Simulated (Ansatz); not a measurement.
C$_{2}$H$_{3}$N, triplet, at a GFN2-xTB geometry (a higher spin typed on purpose: for a closed-shell molecule this is an excited state); B3LYP/cc-pVDZ run with Ansatz (an electronic-structure program).

Here is a job for Ansatz.
Ansatz 0.2 input:
```yaml
crystal:
  periodic: [false, false, false]
  atoms:
    - {symbol: C, position_ang: [-1.07799219, 0.02838501, 0.00627118]}
    - {symbol: C, position_ang: [0.34217185, -0.47008600, 0.13522217]}
    - {symbol: N, position_ang: [1.23983392, 0.32551057, -0.11379751]}
    - {symbol: H, position_ang: [-1.55551587, -0.60779227, -0.73783391]}
    - {symbol: H, position_ang: [-1.53194100, -0.09395255, 0.98882234]}
    - {symbol: H, position_ang: [-1.17645856, 1.07337678, -0.30336599]}
basis:
  gaussian:
    orbitals: cc-pVDZ
    fitting: {mean_field: def2-universal-JKFIT}
hamiltonian:
  xc: b3lyp
magnetization: {spin_polarized: true, initial_magnetization: 2}
```

Question: Write the output that Ansatz gives for this input, abridged.

Answer: 
```
Functional definition: B3LYP
281 factors; integrals over basis functions are off by at most 2.6e-1 eV
mean field evaluation 1: about -3604.1682 eV, gradient 2.7e1 eV
mean field evaluation 2: about -3603.4193 eV, gradient 3.0e1 eV
mean field evaluation 4: about -3607.8543 eV, gradient 1.8e0 eV
mean field evaluation 8: about -3607.8723 eV, gradient 8.5e-2 eV
mean field evaluation 16: about -3607.8725 eV, gradient 1.9e-4 eV
mean field -3607.87254124 eV, -132.5868703868 hartree, gradient 3.7e-5 eV, S^2 2.003051; 1 other end points of the search recorded, 0 dependent functions left out
reference -3607.87270422 eV, -132.5868763761 hartree; 12, 10 occupied and 45, 47 virtual orbitals, 281 factors
Total energy: -3607.87270422 eV, -132.5868763761 hartree
```
